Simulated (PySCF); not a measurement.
SMILES Cl[Si](Cl)([O][GeH3])Cl (H3Cl3GeOSi), PBE0/def2-SVP optimised geometry.

```
9

Si     0.45    -1.96     0.00
Cl    -0.20    -2.95     1.67
Cl    -0.20    -2.96    -1.65
Cl     2.50    -1.96     0.00
O     -0.11    -0.44     0.00
Ge    -1.11     0.62     1.05
H     -1.16     1.96     0.30
H     -0.40     0.74     2.41
H     -2.50    -0.03     1.18
```

Density from PySCF 2.14.0 with PBE0/def2-TZVP at that geometry.

Minimum of the electron density along straight lines between bonded atoms, close to the bond critical point (lines longer than 1.1 times the sum of covalent radii, or with two minima, are not listed):

```tsv
bond	length / Å	ρ at the minimum / e bohr⁻³	∇²ρ there / e bohr⁻⁵	position (fraction from the first atom)
Si1–Cl2	2.054	0.102	0.21	0.36
Si1–Cl3	2.041	0.105	0.23	0.36
Si1–Cl4	2.041	0.105	0.23	0.36
Si1–O5	1.616	0.148	0.93	0.41
O5–Ge6	1.799	0.130	0.62	0.53
Ge6–H7	1.532	0.138	0.04	0.59
Ge6–H8	1.535	0.136	0.04	0.59
Ge6–H9	1.535	0.136	0.04	0.59
```
